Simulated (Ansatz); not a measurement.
Cost and result for the atomization energy of CH6GeO2Si (`[GeH3][CH]1O[SiH2]O1`) (11 atoms, 11 bonds).

Cartesian coordinates in Å:
```
Ge 0.8513 0.9610 1.2934
C -0.3677 -0.3769 0.4739
O 0.3377 -1.2776 -0.3996
Si -0.6237 -0.7298 -1.6444
O -1.2823 0.2327 -0.4554
H 1.8680 0.2414 2.1929
H 1.5700 1.6885 0.1482
H 0.0303 1.9555 2.1285
H -0.9274 -0.9496 1.2225
H -1.5419 -1.7364 -2.2317
H 0.0857 -0.0088 -2.7282
```

The species carries charge 0 and has multiplicity 1. Correlated methods include outer-core shells of Ge, which these sets cover unevenly. Scalar relativity is left out up to krypton. The structure was optimised at the PBE0-D4/def2-TZVP level. Program: Ansatz. All runs use 4 threads of an Arm Neoverse V2 on a shared host. Times are those of one run each, without the atoms' runs, and a repeat can differ threefold. Electronic energies, without spin–orbit coupling; frozen cores. CCSD(T)/CBS adds CCSD(T) − MP2 in def2-TZVPP to the MP2 limit, and its time is that of the two runs behind it. T1 = 0.013. With those shells the extrapolation isn't a true limit. B3LYP takes the VWN-RPA correlation (the form of Gaussian; ORCA's B3LYP/G).

CCSD(T)/CBS is a level of theory with its own doubt, some kJ/mol a heavy atom from the limit and from the frozen cores, so smaller differences don't rank the functionals.

| level | functions | wall time | atomization (kJ/mol) | difference from CCSD(T)/CBS | per bond |
| --- | --- | --- | --- | --- | --- |
| PBE-D4/def2-TZVPP (with forces) | 267 | 3.2 s | 3836.0 | 21.2 | 1.9 |
| PBE0-D4/def2-TZVPP | 267 | 4.1 s | 3762.9 | -51.9 | -4.7 |
| B3LYP-D4/def2-TZVPP (with forces) | 267 | 6.5 s | 3770.7 | -44.1 | -4.0 |
| r2SCAN-D4/def2-TZVPP (with forces) | 267 | 7 s | 3806.0 | -8.8 | -0.8 |
| B2PLYP/def2-TZVPP | 267 | 7.5 s | 3742.8 | -72.0 | -6.5 |
| ωB97X-V/def2-TZVPP | 267 | 10 s | 3826.4 | 11.6 | 1.1 |
| ωB97M-V/def2-TZVPP (with forces) | 267 | 15 s | 3799.2 | -15.6 | -1.4 |
| MP2/def2-QZVPP | 510 | 32 s | 3836.7 | 21.9 | 2.0 |
| CCSD(T)/def2-TZVPP | 267 | 5.6 min | 3712.9 | -101.9 | -9.3 |
| CCSD(T)/CBS(def2) | – | 6.2 min | 3814.8 | 0.0 | 0.0 |

From PBE to PBE0 (25 % exact exchange), in def2-TZVPP and without D4, the atomization energy moves by −69.2 kJ/mol: exact exchange takes away binding that semilocal exchange gives to molecules. The D4 term adds +40.8 kJ/mol with B3LYP and +21.2 kJ/mol with PBE0; it sums over pairs of atoms, weighted by their polarisabilities, and B3LYP, whose exchange is more repulsive, gets the larger term. In def2-TZVPP, CCSD(T) changes the Hartree–Fock value by +1048.8 kJ/mol (the triples alone add +62.1 kJ/mol) and MP2 by +1112.0 kJ/mol; breaking electron pairs costs correlation energy, which Hartree–Fock lacks.
